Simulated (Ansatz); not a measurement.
`O[Si](O)(O)OB(Cl)Cl`, relaxed with RKS PBE0-D4/def2-TZVP in Ansatz from a PBE-D4/def2-SVP geometry. The force threshold is 0.005 eV/Å; the program also tests the step.

Total charge 0; spin multiplicity 1.

Start:

```xyz
11

O     0.729    0.476   -2.124
Si   -0.131    0.032   -0.785
O    -0.197   -1.616   -0.847
O    -1.595    0.806   -0.635
O     0.686    0.568    0.606
B     0.757    0.131    1.868
Cl   -0.080   -1.371    2.391
Cl    1.678    1.017    3.081
H     0.761    1.434   -2.291
H    -0.352   -2.015    0.032
H    -2.257    0.539   -1.297
```

Problem. By how much does the energy fall, and how many steps does the optimiser take? (Estimate.)

Solution. The calculation gave: 0.13 eV, in 14 steps, 1 of them rejected.

Problem. Which bonds change most? (Best estimate.)

Solution. Computed: Si2–O5 from 1.700 to 1.653 Å; Si2–O4 from 1.663 to 1.628 Å; O1–Si2 from 1.652 to 1.618 Å; Si2–O3 from 1.650 to 1.619 Å.

Problem. Give the relaxed structure. (Estimate.)

Solution. The calculation gave: 
```xyz
11

O     0.702    0.506   -2.081
Si   -0.109    0.016   -0.770
O    -0.161   -1.596   -0.905
O    -1.563    0.727   -0.589
O     0.698    0.506    0.586
B     0.745    0.152    1.864
Cl   -0.140   -1.262    2.467
Cl    1.699    1.070    3.007
H     0.798    1.448   -2.223
H    -0.426   -2.084   -0.122
H    -2.241    0.518   -1.234
```
